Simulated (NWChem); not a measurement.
System: SiHSeCl$_{2}$F; SMILES F[Si](Cl)(Cl)[SeH]

NWChem printed, in part:

```
             Northwest Computational Chemistry Package (NWChem) 7.3.0
             --------------------------------------------------------

 C1  symmetry detected

                             Geometry "geometry" -> ""
                             -------------------------

 Output coordinates in angstroms (scale by  1.889725989 to convert to a.u.)

  No.       Tag          Charge          X              Y              Z
 ---- ---------------- ---------- -------------- -------------- --------------
    1 F                    9.0000     0.04901347     0.81790445     1.85366625
    2 Si                  14.0000    -0.00237424     0.49719817     0.28344321
    3 Cl                  17.0000     1.57949208     1.51220672    -0.54577558
    4 Cl                  17.0000    -1.77249137     1.22000934    -0.45512284
    5 Se                  34.0000     0.04327533    -1.73228159    -0.12034556
    6 H                    1.0000     1.40174487    -1.87201323     0.45582102

 Effective nuclear repulsion energy (a.u.)     619.2902042885

  pbe96 is a nonlocal functional; adding pw91lda local functional.

                                 NWChem DFT Module
                                 -----------------

 Summary of "ao basis" -> "ao basis" (spherical)
 ------------------------------------------------------------------------------
       Tag                 Description            Shells   Functions and Types
 ---------------- ------------------------------  ------  ---------------------
 F                          def2-svp                 6       14   3s2p1d
 Si                         def2-svp                 8       18   4s3p1d
 Cl                         def2-svp                 8       18   4s3p1d
 Se                         def2-svp                12       32   5s4p3d
 H                          def2-svp                 3        5   2s1p

            General Information
            -------------------
          SCF calculation type: DFT
          Wavefunction type:  closed shell.
          No. of atoms     :     6
          No. of electrons :    92
           Alpha electrons :    46
            Beta electrons :    46
          Charge           :     0
          Spin multiplicity:     1
          Use of symmetry is: off; symmetry adaption is: off
          Maximum number of iterations: 150
          AO basis - number of functions:   105
                     number of shells:    45
          Convergence on energy requested:  1.00D-06
          Convergence on density requested:  1.00D-05
          Convergence on gradient requested:  5.00D-04

              XC Information
              --------------
          PerdewBurkeErnzerhof Exchange Functional  1.000
            Perdew 1991 LDA Correlation Functional  1.000 local
           PerdewBurkeErnz. Correlation Functional  1.000 non-local

             Grid Information
             ----------------
          Grid used for XC integration:  medium
          Radial quadrature: Mura-Knowles
          Angular quadrature: Lebedev.
          Tag              B.-S. Rad. Rad. Pts. Rad. Cut. Ang. Pts.
          ---              ---------- --------- --------- ---------
          F                   0.50       49           9.0       434
          Si                  1.10       88           9.0       590
          Cl                  1.00       88          11.0       590
          Se                  1.15      112          10.0       590
          H                   0.35       45          11.0       434
          Grid pruning is: on
          Number of quadrature shells:   470
          Spatial weights used:  Erf1

      Superposition of Atomic Density Guess
      -------------------------------------

 Sum of atomic energies:       -3706.68915835

      Non-variational initial energy
      ------------------------------

 Total energy =   -3707.784731
 1-e energy   =   -6389.674846
 2-e energy   =    2062.599911
 HOMO         =      -0.300590
 LUMO         =       0.043295

[...]

                                NWChem TDDFT Module
                                -------------------

            General Information
            -------------------
           No. of orbitals :     210
            Alpha orbitals :     105
             Beta orbitals :     105
        Alpha frozen cores :       0
         Beta frozen cores :       0
     Alpha frozen virtuals :       0
      Beta frozen virtuals :       0
         Spin multiplicity :       1
    Number of AO functions :     105
        Use of symmetry is : off
      Symmetry adaption is : off
         Schwarz screening :  0.10D-07

              XC Information
              --------------
   PerdewBurkeErnzerhof Exchange Functional   1.00
     Perdew 1991 LDA Correlation Functional   1.00 local
    PerdewBurkeErnz. Correlation Functional   1.00 non-local

             TDDFT Information
             -----------------
          Calculation type : Tamm-Dancoff TDDFT
         Wavefunction type : Restricted singlets
          No. of electrons :      92
           Alpha electrons :      46
            Beta electrons :      46
              No. of roots :       6
          Max subspacesize :    5200
            Max iterations :     100
               Target root :       1
           Target symmetry : none
      Symmetry restriction : off
                 Algorithm : Optimal
        Davidson threshold :  0.10D-03

    6 smallest eigenvalue differences (eV)
--------------------------------------------------------
  No. Spin  Occ  Vir  Irrep   E(Occ)    E(Vir)   E(Diff)
--------------------------------------------------------
    1    1   46   47 a        -0.239    -0.055     4.998
    2    1   46   48 a        -0.239    -0.038     5.459
    3    1   45   47 a        -0.294    -0.055     6.506
    4    1   46   49 a        -0.239     0.001     6.515
    5    1   44   47 a        -0.298    -0.055     6.600
    6    1   43   47 a        -0.303    -0.055     6.744
--------------------------------------------------------

  Entering Davidson iterations
  Restricted singlet excited states

  Iter   NTrls   NConv    DeltaV     DeltaE      Time
  ----  ------  ------  ---------  ---------  ---------
    1      6       0     0.13E+00   0.10+100       13.1
    2     12       0     0.87E-01   0.43E-01       11.6
    3     18       0     0.19E-01   0.80E-02       11.1
    4     24       0     0.60E-02   0.90E-03       14.0
    5     30       3     0.13E-02   0.51E-04       14.2
    6     33       5     0.25E-03   0.19E-05       16.6
    7     34       6     0.77E-04   0.56E-07       14.8
  ----  ------  ------  ---------  ---------  ---------
  Convergence criterion met

  Ground state a       -3710.348060974763 a.u.

  ----------------------------------------------------------------------------
  Root   1 singlet a              0.191069982 a.u.                5.1993 eV
  ----------------------------------------------------------------------------
     Transition Moments    X -0.07921   Y -0.15393   Z  0.12964
     Dipole Oscillator Strength                    0.0059579744
     Electric Quadrupole                           0.0000000172
     Magnetic Dipole                               0.0000002725
     Total Oscillator Strength                     0.0059582641

     Occ.   46  a   ---  Virt.   47  a       -0.99594
  ----------------------------------------------------------------------------
  Root   2 singlet a              0.210650636 a.u.                5.7321 eV
  ----------------------------------------------------------------------------
     Transition Moments    X -0.04492   Y -0.10403   Z  0.08845
     Dipole Oscillator Strength                    0.0029016550
     Electric Quadrupole                           0.0000000047
     Magnetic Dipole                               0.0000003544
     Total Oscillator Strength                     0.0029020142

     Occ.   46  a   ---  Virt.   48  a       -0.98978
     Occ.   46  a   ---  Virt.   49  a        0.05987
     Occ.   46  a   ---  Virt.   50  a        0.08194
  ----------------------------------------------------------------------------
  Root   3 singlet a              0.243001099 a.u.                6.6124 eV
  ----------------------------------------------------------------------------
     Transition Moments    X  0.09676   Y -0.03740   Z  0.06044
     Dipole Oscillator Strength                    0.0023351612
     Electric Quadrupole                           0.0000000068
     Magnetic Dipole                               0.0000000495
     Total Oscillator Strength                     0.0023352175

     Occ.   43  a   ---  Virt.   47  a        0.06785
     Occ.   44  a   ---  Virt.   47  a       -0.09956
     Occ.   45  a   ---  Virt.   47  a       -0.96691
     Occ.   45  a   ---  Virt.   48  a        0.14712
     Occ.   46  a   ---  Virt.   49  a       -0.14030
  ----------------------------------------------------------------------------
  Root   4 singlet a              0.244584927 a.u.                6.6555 eV
  ----------------------------------------------------------------------------
     Transition Moments    X  0.09219   Y -0.03324   Z -0.10469
     Dipole Oscillator Strength                    0.0033531586
     Electric Quadrupole                           0.0000000029
     Magnetic Dipole                               0.0000001541
     Total Oscillator Strength                     0.0033533156

[...]
```

Level: PBE/def2-SVP, TDA. Structure relaxed at the B3LYP/6-31G* (spherical d) level.

Task: Which NWChem input produces such a log?

Result: Several could match; the one computed here: the input that was run:
```
start job
memory heap 200 mb stack 900 mb global 1100 mb
geometry units angstroms noautoz
  F      0.051283     0.782442     1.850419
  Si     0.001378     0.487888     0.275033
  Cl     1.608827     1.481941    -0.530022
  Cl    -1.749044     1.259961    -0.460614
  Se     0.001738    -1.735363    -0.164130
  H      1.353868    -1.913196     0.416432
end
basis spherical
  * library def2-svp
end
dft
  xc xpbe96 cpbe96
  iterations 150
end
tddft
  cis
  nroots 6
  notriplet
end
task tddft energy
```
